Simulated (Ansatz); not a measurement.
`BC(F)[SiH3]` + `N=C=N` → `BN=C=N` + `FC[SiH3]` at 600 K and 1 bar (ligand exchange at a B–C bond).

Program: Ansatz. Geometries: PBE0-D4/def2-TZVP. ΔE: electronic, gas phase. CCSD(T)/CBS adds triple-zeta CCSD(T) − MP2 to the extrapolated MP2 energy (def2 sets, frozen cores). This one scheme is used for every species. Each species was taken in one conformer, which may not be the lowest.

```json
{"species": "`BC(F)[SiH3]`", "CCSD(T)/CBS energy (Eh)": "-455.28386", "H − E (kJ/mol)": "226.9", "S (J/(mol·K))": "409.8"}
{"species": "`N=C=N`", "CCSD(T)/CBS energy (Eh)": "-148.62207", "H − E (kJ/mol)": "116.7", "S (J/(mol·K))": "281.2"}
{"species": "`BN=C=N`", "CCSD(T)/CBS energy (Eh)": "-174.03719", "H − E (kJ/mol)": "160.4", "S (J/(mol·K))": "345.5"}
{"species": "`FC[SiH3]`", "CCSD(T)/CBS energy (Eh)": "-429.90570", "H − E (kJ/mol)": "185.9", "S (J/(mol·K))": "352.4"}
```

H − E and S are ideal-gas, rigid-rotor, harmonic terms from PBE0-D4/def2-TZVP, for one conformer and one mirror image of each species. 1 Eh = 2625.50 kJ/mol, R = 8.31446 J/(mol·K).

Task: By hand: ΔE, ΔH, ΔS and ΔG.

Result: ΔE = (-174.03719) + (-429.90570) − (-455.28386) − (-148.62207) = -0.03696 Eh = -97.0 kJ/mol. Δ(H − E) = 160.4 + 185.9 − 226.9 − 116.7 = 2.7, so ΔH = -94.3 kJ/mol. ΔS = 345.5 + 352.4 − 409.8 − 281.2 = 6.9 J/(mol·K). ΔG = -94.3 − 600 × (6.9)/1000 = -98.4 kJ/mol.

Task: By hand: the equilibrium constant, and the temperature at which ΔG would vanish if ΔH and ΔS stayed fixed.

Result: log₁₀ K = −ΔG/(RT ln 10) = 8.6. ΔH and −TΔS have one sign here, so there is no such temperature.

The number of gas molecules stays the same, so ΔS is small and ΔH decides. A doubt of 5 kJ/mol in ΔE shifts log₁₀ K by 0.4 here. Other conformers and mirror images would add mixing entropy, several J/(mol·K) or more a flexible species. These are equilibria of isolated gas molecules and say nothing of rates. Largest T1 diagnostic: 0.017 (customary marks: 0.02 for closed shells, 0.045 for open ones).

ΔS is within the doubt of such terms, so its sign, and with it that verdict, could turn.
